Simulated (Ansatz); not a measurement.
Program: Ansatz. Geometries: PBE0-D4/def2-TZVP. ΔE: electronic, gas phase. CCSD(T)/CBS is the MP2 limit (def2-TZVPP, def2-QZVPP) plus CCSD(T) − MP2 in def2-TZVPP, frozen cores. This one scheme is used for every species. Functionals use def2-TZVPP. Each species was taken in one conformer, which may not be the lowest.

Consider the formal exchange of groups at a B–B bond: `CB(F)BCl` + `[AlH3]` → `[AlH2][BH]Cl` + `CBF`.

`CB(F)BCl`:

Z-matrix (Å, degrees):
```
C
B 1 1.561
H 1 1.092 2 112.9
H 1 1.093 2 112.9 3 124.9
H 1 1.098 2 107.6 3 -118.8
F 2 1.336 1 118.2 3 17.6
B 2 1.699 1 123.9 3 -164.2
Cl 7 1.748 2 118.7 1 -83.0
H 7 1.196 2 125.8 1 95.1
```

`[AlH3]`:

Cartesian coordinates in Å:
```
Al 0.000 0.000 0.000
H 0.091 1.583 0.006
H -1.368 -0.714 -0.365
H 1.277 -0.869 0.359
```

`[AlH2][BH]Cl`:

Z-matrix (Å, degrees):
```
Al
B 1 2.129
H 1 1.591 2 120.5
H 1 1.591 2 120.6 3 -178.0
Cl 2 1.756 1 117.3 3 88.7
H 2 1.197 1 129.0 3 -91.3
```

`CBF`:

Cartesian coordinates in Å:
```
C -0.275 0.357 -0.520
B 0.353 -0.444 0.653
F -0.362 -1.345 1.314
H -1.318 0.107 -0.720
H 0.312 0.195 -1.431
H -0.197 1.431 -0.317
H 1.488 -0.301 1.021
```

```csv
level,ΔE (kcal/mol)
r2SCAN0,0.3
SCS-MP2/def2-TZVPP,0.6
```

(1) What does CCSD(T)/CBS give? (Best estimate.)

Largest T1 diagnostic among the species: 0.013.

Results:

(1) The calculation gave: 0.0 kcal/mol. The listed levels differ from it by 0.3, 0.6 kcal/mol.

Leaving LDA and LC-ωPBE aside and taking each functional with its dispersion term where it has one, the values, not all of them listed here, spread over 4.2 kcal/mol, from PBE-D4 to B97M-V. LDA lies +1.0 kcal/mol from PBE without D4. At CCSD(T), def2-SVP lies +0.9 kcal/mol from the extrapolated value and def2-TZVPP +0.3 kcal/mol.
